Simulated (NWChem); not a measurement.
System: GeHOClF2; SMILES [OH][Ge]([F])([F])[Cl]

```xyz
6

O      1.6776    -0.7637     0.0037
Ge     0.0142    -0.2671     0.0001
F     -0.8177    -0.9126     1.3549
F     -0.8118    -0.9133    -1.3580
Cl    -0.0996     1.8315    -0.0004
H      1.7894    -1.7228     0.0020
```
Atoms are numbered in this order, from 1.

Level: PBE0/def2-SVP (NWChem), optimised geometry, unscaled harmonic frequencies. 

**Question.** List the harmonic frequencies with IR intensities, and the thermochemistry.

**Answer.** 
```
frequency (cm⁻¹)  IR intensity (km/mol)
----------------  ---------------------
93                                 77.7
175                                 0.2
188                                 8.7
250                                23.6
256                                55.5
259                                69.7
471                                55.3
730                                51.6
765                                87.7
789                               123.5
901                                78.9
3884                              145.2
```

The zero-point energy is 12.5 kcal/mol and the thermal correction to the enthalpy at 298.15 K (with zero-point energy) comes out as 17.4 kcal/mol. The heat capacity Cv is 20.9 cal/(mol K). The entropy at 298.15 K and 1 atm (symmetry number 1) comes out as 83.5 cal/(mol K) and the dipole moment is 1.50 D.

Rigid rotor and harmonic oscillator; modes under 100 cm⁻¹ make the entropy uncertain.
